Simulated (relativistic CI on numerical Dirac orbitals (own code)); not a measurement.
Hyperfine structure of Os57+, mass number 187

Calculated at this level of theory: Dirac-Coulomb-Breit CI, separate exchange-only KLI orbitals for each configuration, model QED, unscaled Slater integrals (own radial code, finite nucleus).

CI space (outside the closed core [Ne]): 3s2 3p6 3d, 3s2 3p5 3d2, 3s 3p6 3d2, 3s2 3p6 4s, 3s2 3p6 4p, 3s2 3p6 4d, 3s2 3p5 3d 4s, 3s2 3p6 4f, 3s2 3p5 3d 4p, 3p6 3d3, 3p5 3d4, 3p5 3d3 4s. Double excitations out of closed p, d and f shells are left out; levels of such configurations are missing from the list, as are those of other unlisted configurations, and high levels can miss mixing partners. These lack a partner that the ground configuration has and come out too high: 3s2 3p5 3d 4p.

Nuclear spin I = 1/2, μ = 0.06442 μN (tables of Stone and Pyykkö). The electronic factors are computed for point nuclear moments, without core polarisation or the Bohr-Weisskopf and QED corrections.

```json
{"Level": "3s2 3p6 3d 2D_3/2", "E (eV)": "0.000", "A (MHz)": "15670"}
{"Level": "3s2 3p6 3d 2D_5/2", "E (eV)": "87.742", "A (MHz)": "6179"}
{"Level": "3s2 3p5 3d2 4D°_1/2", "E (eV)": "264.187", "A (MHz)": "3317"}
{"Level": "3s2 3p5 3d2 4G°_9/2", "E (eV)": "348.185", "A (MHz)": "15370"}
{"Level": "3s2 3p5 3d2 2H°_11/2", "E (eV)": "359.601", "A (MHz)": "14810"}
```

Levels with J = 0, under 50 % of one LS term, or S terms without an open s electron are left out. Small factors come from cancelling terms and can be off by tens of per cent or more.

At this charge energies of transitions that change n are usually good to better than 1 %, and those within a shell (Δn = 0) to a few per cent.

(1) Give the hyperfine levels of 3s2 3p6 3d 2D_3/2 relative to its centre of gravity.

## Answers

(1) With K = F(F + 1) − I(I + 1) − J(J + 1), E = AK/2: F = 1: -19590, F = 2: 11750 MHz.

LS names give the leading component of a level, which can be under half, so a name can repeat, a term be missing and a line seem to break the LS rules.
